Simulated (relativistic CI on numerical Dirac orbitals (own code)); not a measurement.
**One change at a time: Cr¹⁰⁺**

Base calculation: Dirac-Coulomb-Breit CI, orbitals from a KLI potential per configuration, model QED (radiative potential, 1s self-energy scaled to tabulated hydrogen-like ionisation energies), unscaled Slater integrals.

Configuration list (outside the closed core [Ne]): 3s²3p², 3s3p³, 3s²3p3d, 3p⁴, 3s3p²3d, 3p³3d, 3s3p3d², 3s²3p4s, 3s²3p4p, 3s²3d4p, 3p³4s, 3p³4p, 3s3p3d4s, 3s²3p4d, 3s3p²4s, 3s²3p4f, 3s3p²4p, 3s3p²4d, 3p²3d4p, 3s²3p5s, 3s²3p5p, 3s3p²4f, 3s²4s4p, 3s²3p5d, 3s²3p5f, 3s²3p5g, 3s3p4s², 3s²3p6s, 3s3p²5s, 3s²3d², 3s3d³, 3p²3d², 3p3d³, 3p3d²4s, 3p3d²4p, 3p3d²4d, 3s²3d4s, 3s3d²4s, 3s3p3d4p, 3s3d²4p, 3s3d4s4p, 3s3d4p², 3s3d4p4d, 3p²3d4s, 3p3d4s², 3p3d4s4p, 3p3d4s4d, 3s²4s², 3s3d4s², 3s²4p². Double excitations out of closed p, d and f shells are left out; levels of such configurations are missing from the list, as are those of other unlisted configurations, and high levels can miss mixing partners. These lack a partner that the ground configuration has and come out too high: 3s3p²4d, 3s3p²4f, 3s3p²5s, 3s²3p4f, 3s²3p5s.

The lowest level and the first level of each name with at least 55 % of one term (blank where a level has no safe partner in the second run):

| Level | Base (cm⁻¹) | Shift (cm⁻¹) |
| --- | --- | --- |
| 3s²3p² ³P0 | 0 | 0 |
| 3s²3p² ³P1 | 5408 | +153 |
| 3s²3p² ³P2 | 11914 | +46 |
| 3s²3p² ¹D2 | 38684 | -2345 |
| 3s²3p² ¹S0 | 78655 | -5691 |
| 3s3p³ ⁵S°2 | 174213 | +7904 |
| 3s3p³ ³D°1 | 241995 | +2993 |
| 3s3p³ ³D°2 | 242112 | +2950 |
| 3s3p³ ³D°3 | 243528 | +3032 |
| 3s3p³ ³P°0 | 279466 | -555 |
| 3s3p³ ³P°1 | 279767 | -494 |
| 3s3p³ ³P°2 | 280004 | -327 |
| 3s3p³ ³S°1 | 363966 | -9006 |
| 3s²3p3d ³F°2 | 371825 | +1376 |

At this charge energies of transitions that change n are usually good to better than 1 %, and those within a shell (Δn = 0) to a few per cent.

**Question.** One thing was changed in a second run, which moved the levels as shown. Which?
A. Breit term removed
B. valence Slater integrals scaled by 0.9
C. QED terms removed
D. configuration mixing switched off

**Answer.** B. Valence Slater integrals scaled by 0.9. Scaling acts on the splittings between terms and on the mixing, and leaves the fine structure of pure LS terms nearly alone; in jj coupling it moves the levels of one term differently.

LS names give the leading component of a level, which can be under half, so a name can repeat, a term be missing and a line seem to break the LS rules.
